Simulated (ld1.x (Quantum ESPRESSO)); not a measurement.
What one change does to a pseudopotential (Mn, PAW)

```json
{"Element": "manganese (Mn)", "Generator": "ld1.x (Quantum ESPRESSO) 7.5", "Type": "PAW", "Functional": "PBE", "Relativity": "scalar-relativistic", "Frozen core": "[Ne]", "Valence charge": "15", "Reference configuration": "3s2 3p6 3d5 4s2 4p0", "Partial waves": "3s (bound): rcut 1.15, rcutus 1.35 bohr; 4s (bound): rcut 1.15, rcutus 1.35 bohr; 3p (bound): rcut 1.65, rcutus 2.05 bohr; 4p (bound, empty): rcut 1.65, rcutus 2.05 bohr; 3d (bound): rcut 1.10, rcutus 1.40 bohr; 3d channel at 1.9 Ry: rcut 1.10, rcutus 1.40 bohr", "Local potential": "all-electron potential smoothed inside 1.35 bohr (lloc = -1)", "Core correction": "Bessel-smoothed model core inside 1.15 bohr", "Augmentation charge": "PSQ, inside the norm-conserving radii"}
```

All-electron outer shells of the reference configuration (PBE, scalar-relativistic, ld1.x):

```
shell  level (eV)  outermost node (bohr)  outermost maximum (bohr)
   2s     -743.95                   0.08                      0.23
   2p     -630.19                      –                      0.19
   3s      -85.88                   0.34                      0.74
   3p      -54.59                   0.31                      0.75
   3d       -6.77                      –                      0.76
   4s       -5.11                   1.05                      2.51
   4p       -1.37                   1.16                      3.43
```

Change: wave 3d channel at 1.9 Ry: rcut 1.10, rcutus 1.40 bohr becomes 3d channel at -0.13 Ry: rcut 1.10, rcutus 1.40 bohr.

Cutoffs: the cutoffs (Ry, on a coarse ladder) from which the occupation-weighted sum of valence levels, in a spherical-Bessel basis at the reference potential, stays within 10 and 1 mRy of its value at 400 Ry; they do not see the model core or the augmentation charge, which bear on the density cutoff. Errors are all-electron minus pseudo energies relative to the spin-unpolarised reference configuration.

Task: What does the change do?

Result: The potential gets neither clearly harder nor softer (55 Ry and 90 Ry → 55 Ry and 90 Ry); of the 7 tests that both files solve, the error grows in 4 and shrinks in 0 by more than 15 % and 0.3 meV (median size 2.5 → 3.4 meV); neither file shows a bound ghost.

```tsv
quantity	base	changed
cutoff, loose	55 Ry	55 Ry
cutoff, tight	90 Ry	90 Ry
loose cutoff by channel (10 mRy a level)	s 30 Ry, p 18 Ry, d 45 Ry	s 30 Ry, p 18 Ry, d 50 Ry
bound ghosts	none	none
error for 3s2 3p6 3d5 4s1 4p0, meV [ΔE 8.42 eV]	-0.9	-1.1
error for 3s2 3p6 3d5 4s0 4p0, meV [ΔE 24.01 eV]	-2.8	-3.4
error for 3s2 3p6 3d4 4s0 4p0, meV [ΔE 56.53 eV]	-6.2	-7.0
error for 3s2 3p6 3d5 4s0 4p2, meV [ΔE 7.93 eV]	-0.5	-0.8
error for 3s2 3p6 3d6 4s1 4p0, meV [ΔE -0.36 eV]	-2.8	-4.0
error for 3s2 3p6 3d5 4s1.5 4p0, meV [ΔE 3.36 eV]	-0.3	-0.4
error for 3s2 3p6 3d4 4s2 4p1, meV [ΔE 7.80 eV]	-2.5	-3.7
s: phases at 2.25 bohr within 0.05 rad from the reference energy up to (Ry; the scan ends near 5)	to the end of the scan	to the end of the scan
p: phases at 2.25 bohr within 0.05 rad from the reference energy up to (Ry; the scan ends near 5)	4.7	4.7
d: phases at 2.25 bohr within 0.05 rad from the reference energy up to (Ry; the scan ends near 5)	to the end of the scan	to the end of the scan
lowest overlap eigenvalue by channel	s 0.03, p 0.74, d 0.94	s 0.03, p 0.74, d 0.89
```
